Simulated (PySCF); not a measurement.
Species: C₅H₂ClF₃.
InChI=1S/C5H2ClF3/c6-4-1-3(4)2-5(7,8)9/h1-2H/b3-2-

All values: CAM-B3LYP/def2-SVPD (PySCF, non-relativistic), on one gas-phase PBE0-D3(BJ)/def2-SVP geometry that isn't relaxed in the solvent. The solvent is an IEF-PCM continuum (cavity from Bondi-type radii × 1.2), and excitations are vertical TDDFT with non-equilibrium linear response and a frozen core. Only the electrostatic response of the medium enters.

```csv
run,E − E(gas) (kcal/mol),HOMO (eV),HOMO–LUMO gap (eV),dipole (D),lowest singlet (eV),static polarisability (au)
gas,0.00,-8.28,8.08,4.66,4.91,74.8
P,-3.77,-8.13,8.28,5.56,5.08,91.1
Q,-5.27,-8.09,8.35,5.92,5.17,99.1
```

**Question.** The runs were made in chloroform and water. Which run belongs to which solvent?

**Answer.** P = chloroform, Q = water. The dielectric constants are 4.711 (chloroform), 78.36 (water), and the energy falls further as ε rises. The optical constants n² used for the excitations are 2.09, 1.78 in the same order. In this model the ground state sees the solvent through ε alone.

**Question.** How constant is the ratio of the lowering to (ε − 1)/(2ε + 1)?

**Answer.** 
| solvent | (ε − 1)/(2ε + 1) | E − E(gas) (kcal/mol) | ratio (kcal/mol) | polarisation term (kcal/mol) |
| --- | --- | --- | --- | --- |
| chloroform | 0.356 | -3.77 | -10.6 | -4.32 |
| water | 0.490 | -5.27 | -10.7 | -6.35 |

The ratio changes by +1.3 % in size from chloroform to water. The polarisation term is half the interaction of the solute with the induced surface charges.

Conformer computed: `[F:1][C:2]([F:3])([F:4])/[CH:5]=[C:6]1[CH:7]=[C:8]/1[Cl:9]`: F1–C2–C5–C6 121°.
